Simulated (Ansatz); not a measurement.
Species: TeCl₃, charge 0, multiplicity 2. It need not be the lowest isomer of its formula. 
Structure (B3LYP-D3(BJ)/def2-TZVP (Ansatz, a program for electronic structure) minimum search):
```
Te
Cl 1 2.3264
Cl 1 2.4591 2 92.37
Cl 1 2.4591 2 92.37 3 156.56
```
Charge 0, spin multiplicity 2.

Wanted: vertical electron affinity (to the singlet state of charge -1; a negative value means that the extra electron is unbound and the number depends on the basis; each state is the SCF solution reached for its spin), in eV. Correlated levels leave the core frozen unless marked. UHF or UKS for open shells. No spin-orbit coupling. The frozen core is the preceding noble-gas configuration, with the filled d and f shells of earlier blocks. Past Kr the def2 sets carry scalar-relativistic core potentials. Anions need diffuse functions: def2-D sets add few. Basis-set limits of correlation are two-point, X^-3; Hartree-Fock from the larger set. [CCSD(T)-MP2]/basis is that difference in the basis named.

| level | program | vertical electron affinity (eV) |
|---|---|---|
| SVWN5/def2-TZVPD | Ansatz | 3.18 |
| PBE/def2-TZVPD | Ansatz | 2.96 |
| PBE0/def2-TZVPD | Ansatz | 3.19 |
| BHLYP/def2-TZVPD | Ansatz | ___ |
| CAM-B3LYP/def2-TZVPD | Ansatz | 3.37 |
| wB97M-V/def2-TZVPD | Ansatz | 3.35 |
| wB97X/def2-TZVPD | Ansatz | ___ |
| CCSD/def2-SVPD | Ansatz | 3.21 |
| CCSD/def2-TZVPPD | Ansatz | ___ |
| RI-MP2/CBS(def2-TZVPPD,def2-QZVPPD)+[CCSD(T)-MP2]/def2-TZVPPD | Ansatz | ___ |

Fill in the missing entries.


- BHLYP/def2-TZVPD, vertical electron affinity (eV): 3.29
- wB97X/def2-TZVPD, vertical electron affinity (eV): 3.36
- CCSD/def2-TZVPPD, vertical electron affinity (eV): 3.26
- RI-MP2/CBS(def2-TZVPPD,def2-QZVPPD)+[CCSD(T)-MP2]/def2-TZVPPD, vertical electron affinity (eV): 3.39
